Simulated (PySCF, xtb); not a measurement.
O2S2, SMILES [S]([S]=O)=O (connectivity only; charge and spin as stated), neutral, multiplicity 1.

GFN2-xTB (xtb) at its own geometry gives an orbital gap of 1.46 eV and a dipole moment of 4.24 D.

Geometry optimised at PBE0-D3(BJ)/def2-SVP. Other conformers were not sampled.

### Question
What does r2SCAN/def2-TZVPD (PySCF) give? (The exact figures need the calculation; the answer reports its results.)

### Answer
gap 2.30 eV (levels -6.98 and -4.68 eV), dipole 3.10 D.
